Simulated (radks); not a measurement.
Values are calculated unless marked as measured or tabulated.
Task: Radial electron density D(r) = 4 pi r^2 rho(r) of an atom or ion with 45 electrons. Code: a radial shooting solver on a logarithmic mesh with Libxc functionals. Model: Dirac Kohn-Sham, OLYP, spin-unpolarised, spherical densities, point nucleus.

r (bohr)  D(r) (e/bohr)
0.001071          1.418
0.001237          1.829
0.001429          2.355
0.00165           3.022
0.001921          3.920
0.002219          4.996
0.002563          6.339
0.00296           8.004
0.003418          10.05
0.003947          12.53
0.004559          15.50
0.005307          19.23
0.006129          23.33
0.007078          27.98
0.008175          33.10
0.009441          38.55
0.0109            44.10
0.01259           49.45
0.01466           54.43
0.01693           58.08
0.01955           60.28
0.02258           60.79
0.02608           59.65
0.03012           57.27
0.03478           54.48
0.04049           52.39
0.04676           52.45
0.054             55.29
0.06237           60.78
0.07203           67.62
0.08318           73.53
0.09607           76.02
0.1118            73.29
0.1292            66.26
0.1492            57.84
0.1723            51.97
0.1989            51.33
0.2298            55.35
0.2653            60.07
0.3089            60.31
0.3567            53.30
0.412             40.96
0.4758            28.15
0.5495            19.56
0.6346            16.72
0.7329            17.61
0.8532            18.86
0.9854            17.99
1.138             14.97
1.314             10.96
1.518             7.159
1.753             4.233
2.024             2.285
2.357             1.082
2.722            0.4847
3.143            0.1940
3.63            0.06643
4.192           0.01831
4.842          0.003860
5.592         0.0006012

What is the nuclear charge?

Result: Z = 47. The innermost maximum, from 1s, lies near gamma/Z bohr with gamma = sqrt(1 - (Z/c)^2) = 0.939, here 0.02 bohr (found: 0.0219), and its height grows with Z. The density is that of the silver ion Ag2+ in [Kr] 4d9; the configuration itself is not fixed sharply by these data, and Z only to a few units. D(r) has 4 maxima, at r = 0.0219, 0.0961, 0.287, 0.874 bohr, and minima at 0.0435, 0.188, 0.645 bohr, inside which lie 2.05, 11.17, 29.00 electrons.
